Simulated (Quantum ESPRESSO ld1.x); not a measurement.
Results of a calculation; reference values are marked as such.
The mean radii <r> (bohr) of the occupied orbitals of an atom or ion are listed with their occupations. Code: ld1.x of Quantum ESPRESSO 7.5. Model: non-relativistic Kohn-Sham, LDA (Slater exchange, Perdew-Zunger correlation), spin-polarised, spherical densities, point nucleus.

| orbital | occ. | <r> |
|---|---|---|
| 1s up | 1 | 0.04251 |
| 1s down | 1 | 0.04251 |
| 2s up | 1 | 0.1874 |
| 2s down | 1 | 0.1872 |
| 2p up | 3 | 0.1615 |
| 2p down | 3 | 0.1612 |
| 3s up | 1 | 0.4976 |
| 3s down | 1 | 0.4994 |
| 3p up | 3 | 0.4880 |
| 3p down | 3 | 0.4902 |
| 3d up | 3 | 0.4496 |

Name the element and its charge. Open shells, if any, are filled with parallel spins first.

Answer. Z = 36, krypton, charge +15: Kr15+ in [Ar] 3d3. The 1s radius gives Z: for a bare nucleus <r> = 1.5/Z, 0.04167 bohr for Z = 36, and screening makes it slightly larger (0.04251 here). The occupations add up to 21, and the charge is Z minus that.
